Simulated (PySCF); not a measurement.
AlHCl₂, SMILES [Cl][AlH][Cl]. Atoms are numbered in the order given.

```xyz
4

Al     0.0000     0.0000    -0.7247
H      0.0000     0.0000    -2.2880
Cl     0.0000     1.7867     0.3444
Cl     0.0000    -1.7867     0.3444
```

The structure is a stationary point at PBE0-D3(BJ)/def2-TZVP.

All values below come from PySCF with PBE0/pcSseg-2.

GIAO shieldings, no solvent; atoms alike by connectivity are averaged. δ = σ(ref) − σ: ¹H against TMS (σ = 31.54 ppm); ³⁵Cl against HCl (σ = 943.3 ppm), references at their B3LYP-D3(BJ)/def2-TZVP geometries, non-relativistic (without spin–orbit terms, shifts of atoms bonded to Cl or Br come out too high).

Computed chemical shifts:
| nucleus | atoms | count | δ (ppm) |
|---|---|---|---|
| ¹H | H2 | 1 | 5.29 |
| ³⁵Cl | Cl3, Cl4 | 2 | 64.5 |
